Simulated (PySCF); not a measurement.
# Finite-field polarisability of Pb (lead, neutral)

[Xe] 4f14 5d10 6s2 6p2, high-spin 3P determinant. All numbers are calculated (PySCF 2.14, a scalar-relativistic core potential, in aug-cc-pwCVDZ-PP with ECP60MDF (6s5p4d1f, 48 functions)). Frozen: 5s2 5p6 5d10. Energy changes in a uniform field (μhartree):

```tsv
axis	F (au)	HF	MP2	CCSD	CCSD(T)
x	0.0021	-101.547	-100.039	-99.507	-99.609
x	0.0042	-406.215	-400.185	-398.060	-398.464
y	0.0017	-100.615	-100.167	-99.920	-100.066
y	0.0034	-402.918	-401.116	-400.128	-400.714
```

By symmetry the remaining axis equals y.

Task: Derive α along x at CCSD(T) from the two fields.

Result: With ΔE = −αF²/2 − γF⁴/24, α = −(16 ΔE(F) − ΔE(2F))/(6F²) = 45.17 bohr³.

Task: And the mean polarisability at each level?

Result: The components xx, yy, zz at CCSD(T) are 45.17, 69.22, 69.22, the third axis being equal by symmetry to one of the two computed. Means: HF 61.75, MP2 61.32, CCSD 61.12, CCSD(T) 61.21 bohr³. Reference: 47 ± 3 bohr³ (recommended; Schwerdtfeger and Nagle, table of static dipole polarizabilities (2023 update)).

CCSD(T) lies more than 5 % above the reference; correlation of the frozen inner shells, absent here, would lower it, and spin-orbit coupling is absent too.

Spin-orbit coupling is strong in this species (close to jj coupling), so the high-spin LS determinant is a model state, not a physical level.

A double-zeta set is small for polarisabilities.
